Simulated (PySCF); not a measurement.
cyclotrisilazane (H9N3Si3), singlet, geometry from GFN2-xTB. Base run: PySCF with DF-TPSS/6-31G.

The PySCF input:
```python
from pyscf import gto, scf, dft

mol = gto.M(
    atom='''
Si    1.68054828   -0.42496743   -0.52596035
N     0.50290150   -1.52832577    0.08377091
Si   -1.17562112   -1.31026230    0.41701362
N    -1.46043566    0.38486470    0.56260467
Si   -0.54839632    1.72369318   -0.03026477
N     1.06095760    1.17105307   -0.31418280
H     1.94000099   -0.68910961   -1.95384163
H     2.91193934   -0.56300900    0.26448031
H     0.81666462   -2.48200359    0.13740011
H    -1.99276343   -1.88246088   -0.66962470
H    -1.49030681   -1.94902435    1.70231783
H    -2.36797339    0.62547217    0.92202770
H    -0.51609892    2.76332656    1.00760337
H    -1.13988836    2.24298984   -1.27781588
H     1.72303017    1.90218647   -0.50893551
''',
    basis='6-31g',
    verbose=4,
)

mf = dft.RKS(mol)
mf.xc = 'tpss'
mf = mf.density_fit(auxbasis='def2-universal-jkfit')
mf.kernel()
mf.analyze()
```

The job was repeated with other settings on one machine. Differences are taken from the largest basis of the Pople family in the series, which isn't the basis-set limit (6-311+G(2d,p): -5.957 eV). The cheapest run took roughly 12 core-seconds.

| setting | basis functions | cost, times the cheapest (rough) | difference in HOMO energy (eV) |
|---|---|---|---|
| STO-3G | 51 | 1 | 4.170 |
| 6-31G | 84 | 1 | 0.485 |
| 6-31G* | 114 | 2 | 0.259 |
| 6-311G** | 186 | 3 | 0.096 |
| 6-311+G(2d,p) | 240 | 4 | reference |

Times come from a shared machine, hold the start-up and are rough.
